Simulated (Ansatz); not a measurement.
`CC[N](C)[SnH]([F])[Cl]` and `BN(C)CC` differ in one atom or group.

Ansatz, PBE0-D4/def2-TZVP geometries, multiplicity 1. Each molecule was computed in one conformer, which needn't be the lowest.

Elements past krypton have def2 core potentials.

| property | `CC[N](C)[SnH]([F])[Cl]` |
| --- | --- |
| size of the dipole moment (PBE/def2-TZVPP) / D | 3.46 |
| LUMO energy (PBE0/def2-TZVPP) / eV | -1.14 |
| HOMO energy (PBE0/def2-TZVPP) / eV | -6.82 |
| size of the dipole moment (B3LYP/def2-TZVPP) / D | 3.53 |
| LUMO energy (PBE/def2-TZVPP) / eV | -2.10 |
| HOMO–LUMO gap (PBE/def2-TZVPP) / eV | 3.41 |

Q: What does the change do to each property? (An estimate is asked.)

A: Computed: 
```tsv
property	`BN(C)CC`	shift
size of the dipole moment (PBE/def2-TZVPP) / D	2.11	-1.35
LUMO energy (PBE0/def2-TZVPP) / eV	0.21	1.35
HOMO energy (PBE0/def2-TZVPP) / eV	-7.39	-0.57
size of the dipole moment (B3LYP/def2-TZVPP) / D	1.98	-1.55
LUMO energy (PBE/def2-TZVPP) / eV	-0.71	1.39
HOMO–LUMO gap (PBE/def2-TZVPP) / eV	5.47	2.06
```

With PBE0 the HOMO falls by 0.57 eV and the LUMO rises by 1.35 eV, so the gap widens by about 1.92 eV. PBE moves the HOMO by -0.67 eV and ωB97M-V by -0.62 eV. The zero-point energy changes by 34.7 kJ/mol with -3 modes. Dipoles are sizes alone; their direction can turn.

B3LYP here is the variant with VWN-RPA as its local correlation; programs differ in this.
